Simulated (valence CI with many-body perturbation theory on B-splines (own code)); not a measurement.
Values are calculated unless marked as measured or tabulated.
## Run record, Nb¹⁰⁺

Level of theory: relativistic CI+MBPT: three valence electrons over a frozen Dirac-Fock core [Ar] 3d10, a basis of 11 s, 11 p, 10 d, 8 f, 5 g, 2 h functions for each j, with the one-electron correlation potential Σ1 (screened to all orders), the two-electron term Σ2, the three-electron term Σ3, Breit, model QED; selected single and double excitations, second order for the rest, scaled by the run's own slope (own B-spline code, finite nucleus).

Command, and the settings that its task file holds:

```sh
python run_cv.py task.json out
```

```
atom Nb  Z=41  mass_number=93  rms_radius_fm=4.3240
core [Ar] 3d10
valence 4s2 4p1
avg = 1
basis = M
breit = 1
cap = 32000
capref = 2000
cscale = 1
de = 0.0
dress = 0
eps = 2e-08
extrap = 1
h = 0.27
hh = 1
l2 = 3
lcore = 6
maxit = 60
n2 = 5
natural = 1
nlev = 150
nno = [5, 5, 5, 4, 2, 1]
nroot = 36
nsp = [6, 6, 5, 4, 3, 1]
pt2 = 1
qed = 1
rpa = 1
s1 = 1
s2 = 1
s3 = 1
screen = 1
tol = 2e-05
whole = 1
```

It took 2.4 min on 1 thread of Arm Neoverse V1, with other jobs on the host.

Log. The first blocks belong to the next ion, which gives the ionisation energy. Fields: 2J, parity (1 odd), roots, reference size, generating configurations, candidates as configurations/state functions, variational space P, stored matrix elements, Davidson steps; e2 is the range of second-order energies in hartree. The first line gives the box (bohr), its intervals, the orbitals and the steps of their self-consistent field. Window is the range of levels sought, series limit the energy at which the first omitted orbital would enter, core excitation an estimate of the first excitation out of the core, left out the lowest levels not solved, and shifts from estimates the range by which levels moved from their first estimate, all in cm⁻¹.

```
rmax 21.1 intervals 65 orbitals 83 references ['4s2 4p', '4s 4p2', '4s2 4d', '4p3', '4s 4p 4d'] scf 5 t 1.7
2J=0 par=0 roots 2 ref 20 generators 6 cand 379/379 P 399/399 nnz 0 it 0
2J=0 par=0 roots 2 ref 20 generators 9 cand 15/15 P 414/414 nnz 0 it 0
   second order: generators 15 cand 2/2 e2 -0.00000 -0.00000
reference levels 1215, estimated 756, window 1095950 1/cm; series limit 1348648, core excitation 1607539
2J=1 par=1 roots 15 ref 85 generators 40 cand 1498/2198 P 5041/7366 nnz 5.1e+06 it 6
2J=1 par=1 roots 15 ref 85 generators 76 cand 4337/6946 P 9378/14312 nnz 1.6e+07 it 8
   second order: generators 134 cand 21263/33557 e2 -0.00004 -0.00000
2J=3 par=1 roots 23 ref 135 generators 49 cand 1117/2098 P 3694/7283 nnz 6.1e+06 it 5
2J=3 par=1 roots 23 ref 135 generators 92 cand 6443/14749 P 10137/22032 nnz 3.9e+07 it 8
   second order: generators 159 cand 27199/63623 e2 -0.00006 -0.00000
2J=1 par=0 roots 23 ref 104 generators 53 cand 1360/2053 P 4874/7196 nnz 5e+06 it 6
2J=1 par=0 roots 23 ref 104 generators 80 cand 4131/6463 P 9005/13659 nnz 1.5e+07 it 9
   second order: generators 156 cand 20865/32854 e2 -0.00003 -0.00000
2J=3 par=0 roots 32 ref 158 generators 64 cand 991/2103 P 3633/7329 nnz 6.1e+06 it 6
2J=3 par=0 roots 32 ref 158 generators 108 cand 7988/18683 P 11621/26012 nnz 5.2e+07 it 11
   second order: generators 209 cand 27437/62693 e2 -0.00008 -0.00000
2J=5 par=0 roots 30 ref 159 generators 48 cand 902/2086 P 3312/7275 nnz 6.3e+06 it 7
2J=5 par=0 roots 30 ref 159 generators 99 cand 8299/22243 P 11611/29518 nnz 7e+07 it 9
   second order: generators 187 cand 27992/76709 e2 -0.00007 -0.00000
2J=5 par=1 roots 20 ref 134 generators 41 cand 977/2078 P 3257/7234 nnz 6.3e+06 it 5
2J=5 par=1 roots 20 ref 134 generators 88 cand 6188/16944 P 9445/24178 nnz 5.1e+07 it 10
   second order: generators 154 cand 29652/80796 e2 -0.00008 -0.00000
2J=7 par=1 roots 14 ref 105 generators 34 cand 884/2043 P 3184/7183 nnz 6.3e+06 it 5
2J=7 par=1 roots 14 ref 105 generators 74 cand 5621/16135 P 8805/23318 nnz 4.9e+07 it 8
   second order: generators 139 cand 28571/83923 e2 -0.00007 -0.00000
2J=9 par=1 roots 6 ref 60 generators 21 cand 1477/2904 P 3127/6364 nnz 5.2e+06 it 4
2J=9 par=1 roots 6 ref 60 generators 44 cand 3403/9475 P 6530/15839 nnz 2.7e+07 it 5
   second order: generators 83 cand 25534/75356 e2 -0.00005 -0.00001
2J=7 par=0 roots 18 ref 117 generators 33 cand 951/2095 P 3190/7252 nnz 6.4e+06 it 7
2J=7 par=0 roots 18 ref 117 generators 64 cand 6159/17676 P 9349/24928 nnz 5.6e+07 it 8
   second order: generators 135 cand 28748/83560 e2 -0.00009 -0.00001
2J=9 par=0 roots 10 ref 77 generators 24 cand 1056/1910 P 3095/6468 nnz 5e+06 it 5
2J=9 par=0 roots 10 ref 77 generators 50 cand 4976/14428 P 8071/20896 nnz 4.1e+07 it 9
   second order: generators 110 cand 24241/72010 e2 -0.00010 -0.00001
2J=11 par=0 roots 2 ref 34 generators 3 cand 943/1867 P 2167/4391 nnz 2.6e+06 it 4
2J=11 par=0 roots 2 ref 34 generators 13 cand 1342/3457 P 3509/7848 nnz 7.5e+06 it 5
   second order: generators 30 cand 17824/51299 e2 -0.00003 -0.00003
2J=11 par=1 roots 3 ref 27 generators 10 cand 1678/3613 P 3059/6151 nnz 4.9e+06 it 6
2J=11 par=1 roots 3 ref 27 generators 26 cand 1806/4715 P 4865/10866 nnz 1.4e+07 it 9
   second order: generators 49 cand 17454/50781 e2 -0.00004 -0.00002
left out: unestimated 1389745, estimated 1154228, shifts from estimates -10 to 67
operators 3.8
```

The Davidson iterations converged.

No measured spectrum was set against this ion. As an estimate, levels hold to about 250 cm⁻¹ or 0.2 % of their energy and the worst to 1 %, as in measured heavy ions of charge 2 to 7; those with d or f electrons hold less well.

```yaml
Valence_energy: -26.29278 hartree
Ionisation_energy: "200.83 eV (NIST: 200.28 ± 0.06 eV (semi-empirical))"
Reference_configurations_for_the_orbitals: 4s2 4p, 4s 4p2, 4s2 4d, 4p3, 4s 4p 4d
Radial_orbitals: 83
Box_radius: 21.09 bohr
Largest_variational_space: 29518
Lowest_levels: 4s2 4p 2P°_1/2 0, 4s2 4p 2P°_3/2 23920, 4s 4p2 4P_1/2 182070, 4s 4p2 4P_3/2 193330, 4s 4p2 4P_5/2 204340, 4s 4p2 2D_3/2 240930, 4s 4p2 2D_5/2 246070, 4s 4p2 2S_1/2 275290, 4s 4p2 2P_1/2 299460, 4s 4p2 2P_3/2 305620, 4s2 4d 2D_3/2 390230, 4s2 4d 2D_5/2 393730, 4p3 4S°_3/2 [a] 456150, 4p3 4S°_3/2 [b] 467160 cm⁻¹
```

Names give the largest LS component (configuration and term), which can be under half, so a name can repeat, a term be missing and a line seem to break the LS rules; names also repeat where a configuration has a term twice. Letters in brackets count levels of one name in rising energy.
